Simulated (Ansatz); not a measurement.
```yaml
crystal:
  periodic: [false, false, false]
  atoms:
    - {symbol: C, position_ang: [-0.799260, 1.286823, -0.709341]}
    - {symbol: S, position_ang: [0.699688, 0.246162, -0.620749]}
    - {symbol: C, position_ang: [1.319257, 0.280234, 1.098043]}
    - {symbol: Al, position_ang: [-0.907573, -1.641725, -0.637335]}
    - {symbol: H, position_ang: [-1.190172, 1.087463, 0.263182]}
    - {symbol: H, position_ang: [-0.346658, 2.304982, -0.282752]}
    - {symbol: H, position_ang: [-1.219304, 1.302491, -1.475656]}
    - {symbol: H, position_ang: [0.170198, -0.010917, 1.495402]}
    - {symbol: H, position_ang: [1.848585, -0.564411, 0.787357]}
    - {symbol: H, position_ang: [1.902378, 1.047232, 0.999653]}
    - {symbol: H, position_ang: [0.551969, -2.746299, -0.682836]}
    - {symbol: H, position_ang: [-1.517288, -1.382565, 0.545553]}
    - {symbol: H, position_ang: [-1.634537, -1.661906, -1.861892]}
basis:
  gaussian: {orbitals: cc-pVTZ, nuclear_model: gaussian}
hamiltonian: {xc: {name: HF}}
correlation: {method: mp2, frozen_orbitals: {C: 0}}
output: {forces: true}
```

```sh
$ ansatz run in.yaml --threads 4 --pin off --events-out ev --progress --plain --max-ram 10444MiB
```

Shortened log:

```
Functional definition: HF
Error: "frozen_orbitals" has no count for S
```

**Question.** Something in this input is off. What?

**Answer.** Frozen orbitals are typed for one element alone, and the program wants a count for each. The input was rejected before any iteration.
